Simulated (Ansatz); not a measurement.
Consider the formal hydrolysis of the Si–C bond: `C[SiH2]/N=C/F` + H₂O → `O[SiH2]/N=C/F` + CH₄.

Computed with Ansatz on PBE0-D4/def2-TZVP structures; ΔE is electronic, products minus reactants. CBS: MP2 limit from def2 TZ/QZ plus the TZ coupled-cluster correction, frozen cores. This one scheme is used for every species. Double bonds are as drawn, so ΔE can hold a change between cis and trans. DFT in def2-TZVPP. Each species was taken in one conformer, which may not be the lowest.

```csv
level,ΔE (kJ/mol)
PBE-D4,-94.3
r2SCAN-D4,-105.2
PBE0-D4,-96.4
r2SCANh-D4,-105.0
r2SCAN0-D4,-104.9
PBE,-96.4
BLYP,-108.5
LC-ωPBE,-100.5
```

(1) What does CCSD(T)/CBS give? (An estimate is asked.)

(2) What do rigid-rotor, harmonic-oscillator terms from PBE0-D4/def2-TZVP frequencies (298.15 K, 1 bar) make of the CCSD(T)/CBS value? (An estimate is asked.)

Largest T1 diagnostic among the species: 0.013.

## Answers

(1) Computed: -100.7 kJ/mol. The listed levels differ from it by 6.4, -4.5, 4.3, -4.3, -4.2, 4.3, -7.8, 0.2 kJ/mol.

(2) The calculation gave: ΔZPE = +2.6 kJ/mol, ΔH = -99.2 kJ/mol, ΔS = -10 J/(mol·K), ΔG = -96.2 kJ/mol.

The D4 term adds +3.3 kJ/mol with B3LYP and +1.9 kJ/mol with PBE0; it sums over pairs of atoms, weighted by their polarisabilities, and B3LYP, whose exchange is more repulsive, gets the larger term. Leaving LDA and LC-ωPBE aside and taking each functional with its dispersion term where it has one, the values, not all of them listed here, spread over 18.3 kJ/mol, from BHLYP-D4 to revPBE-D4. In def2-TZVPP, CCSD(T) changes the Hartree–Fock value by +17.2 kJ/mol (the triples alone add +1.7 kJ/mol) and MP2 by +15.8 kJ/mol.

B3LYP here is the variant with VWN-RPA as its local correlation; programs differ in this.
